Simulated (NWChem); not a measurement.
System: pentafluoroethane (C2HF5); SMILES FC(F)C(F)(F)F

Excerpt of the output:

```
             Northwest Computational Chemistry Package (NWChem) 7.3.0
             --------------------------------------------------------

                             Geometry "geometry" -> ""
                             -------------------------

 Output coordinates in angstroms (scale by  1.889725989 to convert to a.u.)

  No.       Tag          Charge          X              Y              Z
 ---- ---------------- ---------- -------------- -------------- --------------
    1 F                    9.0000     0.05408700    -1.45302600    -1.09196900
    2 C                    6.0000    -0.43728000    -0.85502000     0.00000000
    3 F                    9.0000     0.05408700    -1.45302600     1.09196900
    4 C                    6.0000    -0.00043100     0.61128200     0.00000000
    5 F                    9.0000     1.31878300     0.71974200     0.00000000
    6 F                    9.0000    -0.48225000     1.21924200     1.07911700
    7 F                    9.0000    -0.48225000     1.21924200    -1.07911700
    8 H                    1.0000    -1.53919600    -0.92336400     0.00000000

 Effective nuclear repulsion energy (a.u.)     361.4708571525

                                 NWChem DFT Module
                                 -----------------

 Summary of "ao basis" -> "ao basis" (spherical)
 ------------------------------------------------------------------------------
       Tag                 Description            Shells   Functions and Types
 ---------------- ------------------------------  ------  ---------------------
 F                          def2-svp                 6       14   3s2p1d
 C                          def2-svp                 6       14   3s2p1d
 H                          def2-svp                 3        5   2s1p

            General Information
            -------------------
          SCF calculation type: DFT
          Wavefunction type:  closed shell.
          No. of atoms     :     8
          No. of electrons :    58
           Alpha electrons :    29
            Beta electrons :    29
          Charge           :     0
          Spin multiplicity:     1
          Use of symmetry is: off; symmetry adaption is: off
          Maximum number of iterations: 150
          AO basis - number of functions:   103
                     number of shells:    45
          Convergence on energy requested:  1.00D-06
          Convergence on density requested:  1.00D-05
          Convergence on gradient requested:  5.00D-04

              XC Information
              --------------
                         B3LYP Method XC Potential
                     Hartree-Fock (Exact) Exchange  0.200
                        Slater Exchange Functional  0.800 local
                    Becke 1988 Exchange Functional  0.720 non-local
              Lee-Yang-Parr Correlation Functional  0.810
                  VWN I RPA Correlation Functional  0.190 local

             Grid Information
             ----------------
          Grid used for XC integration:  medium
          Radial quadrature: Mura-Knowles
          Angular quadrature: Lebedev.
          Tag              B.-S. Rad. Rad. Pts. Rad. Cut. Ang. Pts.
          ---              ---------- --------- --------- ---------
          F                   0.50       49           9.0       434
          C                   0.70       49           8.0       434
          H                   0.35       45           7.0       434
          Grid pruning is: on
          Number of quadrature shells:   388
          Spatial weights used:  Erf1

      Superposition of Atomic Density Guess
      -------------------------------------

 Sum of atomic energies:        -572.21145690

      Non-variational initial energy
      ------------------------------

 Total energy =    -574.429390
 1-e energy   =   -1517.494622
 2-e energy   =     581.594375
 HOMO         =      -0.349625
 LUMO         =       0.186442

     ---------------------------------------------
      Total Density - Mulliken Population Analysis
     ---------------------------------------------

    Atom       Charge   Shell Charges
 -----------   ------   -------------------------------------------------------
    1 F    9     9.41   1.99  1.14  0.77  3.46  2.05  0.00
    2 C    6     5.18   1.99  0.89  0.20  1.51  0.49  0.10
    3 F    9     9.41   1.99  1.14  0.77  3.46  2.05  0.00
    4 C    6     4.78   1.99  0.84  0.14  1.30  0.37  0.14
    5 F    9     9.40   1.99  1.14  0.76  3.46  2.04  0.00
    6 F    9     9.41   1.99  1.14  0.76  3.46  2.05  0.00
    7 F    9     9.41   1.99  1.14  0.76  3.46  2.05  0.00
    8 H    1     1.00   0.73  0.26  0.02

   convergence    iter        energy       DeltaE   RMS-Dens  Diis-err
 ---------------- ----- ----------------- --------- --------- ---------
 d= 0,ls=0.0,diis     1   -575.3330336485 -9.37D+02  2.01D-02  2.36D+00
 d= 0,ls=0.0,diis     2   -575.1239607311  2.09D-01  1.10D-02  5.38D+00
 d= 0,ls=0.0,diis     3   -575.5776258094 -4.54D-01  1.30D-03  4.86D-02
 d= 0,ls=0.0,diis     4   -575.5807433834 -3.12D-03  4.32D-04  6.26D-03
 d= 0,ls=0.0,diis     5   -575.5812187968 -4.75D-04  8.73D-05  2.25D-04
  Resetting Diis
 d= 0,ls=0.0,diis     6   -575.5812359110 -1.71D-05  2.19D-05  1.68D-05
 d= 0,ls=0.0,diis     7   -575.5812372457 -1.33D-06  6.09D-06  3.10D-07
 d= 0,ls=0.0,diis     8   -575.5812372348  1.10D-08  3.24D-06  4.77D-07

         Total DFT energy =     -575.581237234752
      One electron energy =    -1517.644694877088
           Coulomb energy =      644.187205648615
    Exchange-Corr. energy =      -63.594605158820
 Nuclear repulsion energy =      361.470857152541

 Numeric. integr. density =       58.000003604237

                       DFT Final Molecular Orbital Analysis
                       ------------------------------------

 Vector   27  Occ=2.000000D+00  E=-4.312455D-01
              MO Center= -2.1D-01, -7.8D-01,  2.7D-08, r^2= 2.7D+00
   Bfn.  Coefficient  Atom+Function         Bfn.  Coefficient  Atom+Function
  ----- ------------  ---------------      ----- ------------  ---------------
     4      0.323164  1 F  px                32      0.323164  3 F  px
    99     -0.222947  8 H  s                  7     -0.215511  1 F  px
    35     -0.215511  3 F  px                 5     -0.195635  1 F  py
    33     -0.195636  3 F  py                17     -0.185654  2 C  s
    75      0.168916  6 F  py                89      0.168916  7 F  py

 Vector   28  Occ=2.000000D+00  E=-4.283458D-01
              MO Center= -7.0D-02, -5.2D-01,  1.0D-08, r^2= 3.3D+00
   Bfn.  Coefficient  Atom+Function         Bfn.  Coefficient  Atom+Function
  ----- ------------  ---------------      ----- ------------  ---------------
     6      0.307707  1 F  pz                34      0.307707  3 F  pz
     5     -0.217458  1 F  py                33      0.217458  3 F  py
     9     -0.203597  1 F  pz                37     -0.203597  3 F  pz
    76     -0.185613  6 F  pz                90     -0.185613  7 F  pz
    75      0.165695  6 F  py                89     -0.165695  7 F  py

 Vector   29  Occ=2.000000D+00  E=-3.666189D-01
              MO Center= -2.1D-01, -5.6D-01,  2.8D-09, r^2= 2.5D+00
   Bfn.  Coefficient  Atom+Function         Bfn.  Coefficient  Atom+Function
  ----- ------------  ---------------      ----- ------------  ---------------
    47      0.278771  4 C  py                99      0.248440  8 H  s
     4     -0.235446  1 F  px                19     -0.236509  2 C  py
    32     -0.235446  3 F  px                 5     -0.221652  1 F  py
    33     -0.221652  3 F  py                18     -0.219998  2 C  px
    44     -0.183415  4 C  s                 75      0.179634  6 F  py

[...]

                     NWChem Electrostatic Potential Fit Module
                     -----------------------------------------

 Atom parameters

 Number of atoms is                                    8
 Number of basis functions is                        103

 Grid parameters

 Maximum number of grid points is                  34339
 Number of grid points is                          34338
 Grid range                                     0.300000 nm
 Grid spacing                                   0.020000 nm
 Probe radius                                   0.070000 nm
 Atom radius factor                             1.000000

 Atomic radii

    1    0.100000
    6    0.147000
    9    0.128000
 FASTESP  F
  using M.O. file = ./job.movecs

    Atom              Coordinates                           Charge

                                                  ESP

    1 F     0.005409   -0.145303   -0.109197   -0.221046
    2 C    -0.043728   -0.085502    0.000000    0.409746
    3 F     0.005409   -0.145303    0.109197   -0.221139
    4 C    -0.000043    0.061128    0.000000    0.676499
    5 F     0.131878    0.071974    0.000000   -0.202261
    6 F    -0.048225    0.121924    0.107912   -0.238303
    7 F    -0.048225    0.121924   -0.107912   -0.238292
    8 H    -0.153920   -0.092336    0.000000    0.034796
                                            ------------
                                               -0.000000

 Dipole moment                                  0.564268

 Quadrupole moment Qxx                          5.517741
                   Qyy                         -3.172022
                   Qzz                         -2.345719

 RMS deviation kJ/mol                           0.047406

 RRMS %                                        23.687620
```

Level: B3LYP/def2-SVP. All runs use the structure optimised with PBE0/def2-SVP.

Question: Write an input that gives this output.

Answer: Several could match; the one computed here: the input that was run:
```
start job
memory heap 200 mb stack 900 mb global 1100 mb
geometry units angstroms noautosym nocenter noautoz
  F      0.054087    -1.453026    -1.091969
  C     -0.437280    -0.855020     0.000000
  F      0.054087    -1.453026     1.091969
  C     -0.000431     0.611282     0.000000
  F      1.318783     0.719742     0.000000
  F     -0.482250     1.219242     1.079117
  F     -0.482250     1.219242    -1.079117
  H     -1.539196    -0.923364     0.000000
end
basis spherical
  * library def2-svp
end
dft
  xc b3lyp
  iterations 150
  mulliken
end
task dft energy
esp
  recalculate
  probe 0.07
  range 0.3
  factor 1.0
  spacing 0.02
end
task esp
```
